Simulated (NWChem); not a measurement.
All runs are NWChem calculations. System: C₂HF₂O₂, charge 1, spin multiplicity 1, at the geometry of a parent with another charge or spin, in a state set for the comparison that need not be this species' ground state. Level: MP2/def2-SVPD, 6 core orbitals frozen.

The NWChem input:

```
start mol
memory heap 200 mb stack 900 mb global 1100 mb
charge 1
geometry units angstroms nocenter noautoz noautosym
  O     -0.980332    -1.510377     0.027796
  C     -0.709001    -0.327953     0.004654
  O     -1.614338     0.674283     0.015807
  C      0.644631     0.176169    -0.071751
  F      1.669892    -0.628387    -0.008751
  F      0.956022     1.444633     0.009709
  H     -2.489641     0.253244     0.045129
end
basis spherical
  * library def2-svpd
end
scf
  rhf
  nopen 0
  maxiter 100
  thresh 1e-7
  semidirect memsize 60000000 filesize 0
end
mp2
  freeze core 6
end
task mp2 energy
```

Part of the output:

```
             Northwest Computational Chemistry Package (NWChem) 7.3.0
             --------------------------------------------------------

                                NWChem Input Module
                                -------------------

 Scaling coordinates for geometry "geometry" by  1.889725989
 (inverse scale =  0.529177249)

                             Geometry "geometry" -> ""
                             -------------------------

 Output coordinates in angstroms (scale by  1.889725989 to convert to a.u.)

  No.       Tag          Charge          X              Y              Z
 ---- ---------------- ---------- -------------- -------------- --------------
    1 O                    8.0000    -0.98033200    -1.51037700     0.02779600
    2 C                    6.0000    -0.70900100    -0.32795300     0.00465400
    3 O                    8.0000    -1.61433800     0.67428300     0.01580700
    4 C                    6.0000     0.64463100     0.17616900    -0.07175100
    5 F                    9.0000     1.66989200    -0.62838700    -0.00875100
    6 F                    9.0000     0.95602200     1.44463300     0.00970900
    7 H                    1.0000    -2.48964100     0.25324400     0.04512900

 Effective nuclear repulsion energy (a.u.)     237.2795615646

            Nuclear Dipole moment (a.u.)
            ----------------------------
        X                 Y               Z
 ---------------- ---------------- ----------------
     0.0000094486     0.0000037795    -0.0000132281


 Summary of "ao basis" -> "" (spherical)
 ------------------------------------------------------------------------------
       Tag                 Description            Shells   Functions and Types
 ---------------- ------------------------------  ------  ---------------------
 *                         def2-svpd                  on all atoms

 Summary of "ao basis" -> "ao basis" (spherical)
 ------------------------------------------------------------------------------
       Tag                 Description            Shells   Functions and Types
 ---------------- ------------------------------  ------  ---------------------
[...]
     1   1 0 0     -0.035837      0.000000      0.000009
     1   0 1 0      0.425586      0.000000      0.000004
     1   0 0 1     -0.124163      0.000000     -0.000013

     2   2 0 0    -13.430721      0.000000    262.714138
     2   1 1 0      0.197875      0.000000     27.029657
     2   1 0 1     -0.310745      0.000000     -3.141782
     2   0 2 0    -23.955480      0.000000    161.124090
     2   0 1 1     -0.012763      0.000000     -0.530084
     2   0 0 2    -20.650495      0.000000      0.152746

                   NWChem MP2 Semi-direct Energy/Gradient Module
                   ---------------------------------------------

  Basis functions       =    140
  Molecular orbitals    =    140
  Frozen core           =      6
  Frozen virtuals       =      0
  Active alpha occupied =     17
  Active beta occupied  =     17
  Active alpha virtual  =    117
  Active beta virtual   =    117
  Use MO symmetry       = F
  Use skeleton AO sym   = F

  AO/Fock/Back tols     =   1.0D-09  1.0D-09  1.0D-09

 GA uses MA = F    GA memory limited = T

 Available:
  local mem=  1.26D+08
 global mem=  1.44D+08
 local disk=  0.00D+00
  mp2_memr nvloc                   117
  nvloc new                   117
   1 passes of  17:        3145728                      90703                  65684886.
   1 passes of  17: M    126152659           G      144140000           F     123006931.

 Semi-direct pass number   1 of   1  for RHF alpha+beta  at       14.8s
  vrange nnbf                  9708
  mp2_eaftype                   250  avail_ma_in_mb                  1099
 EAF : mp2_eaftype filesize         250   32842443.
  mp2_eaf for mointskh                    250
Node 0 wrote    154.5 Mb in      0.1 s     Agg I/O rate:  1809.7 Mb/s
 Done moints_semi at       18.9s
  mp2_eaftype                   250  avail_ma_in_mb                   849
 EAF : mp2_eaftype filesize         250   32842443.
  mp2_eaf for kh                   250
 Done maket at       19.4s
 Done multipass loop at       19.4s

          -------------------------------------------
          SCF energy                -424.207942857402
          Correlation energy          -1.025876280719
          Singlet pairs               -0.599976107271
          Triplet pairs               -0.425900173448
          Total MP2 energy          -425.233819138121
          -------------------------------------------

          ---------------------------------------------------
                    Spin Component Scaled (SCS) MP2
          Same spin pairs                     -0.283933448965
          Same spin scaling factor             0.333333333333
          Opposite spin pairs                 -0.741942831754
          Opposite spin scaling fact.          1.200000000000
          SCS-MP2 correlation energy          -0.984975881093
          Total SCS-MP2 energy              -425.192918738495
          ---------------------------------------------------

 -----------------------
 Performance information
 -----------------------

 Timer overhead =  9.52D-08 seconds/call

               Nr. of calls         CPU time (s)                 Wall time (s)                GFlops
             ---------------    -------------------     ------------------------------   -------------------
Name         Min   Avg   Max    Min     Avg     Max     Min     Avg     Max   Mx/calls   Min     Max     Sum
mp2: moin     1     1     1    4.1     4.1     4.1      4.1     4.1     4.1     4.1      0.0     0.0     0.0
mp2: make     1     1     1   0.44    0.44    0.44     0.44    0.44    0.44    0.44      0.0     0.0     0.0
mp2: tota     1     1     1    4.6     4.6     4.6      4.6     4.6     4.6     4.6      0.0     0.0     0.0

 The average no. of pstat calls per process was 3.00D+00
 with a timing overhead of 2.85D-07s

 Task  times  cpu:       19.4s     wall:       19.4s

 Total times  cpu:       19.4s     wall:       19.4s
```
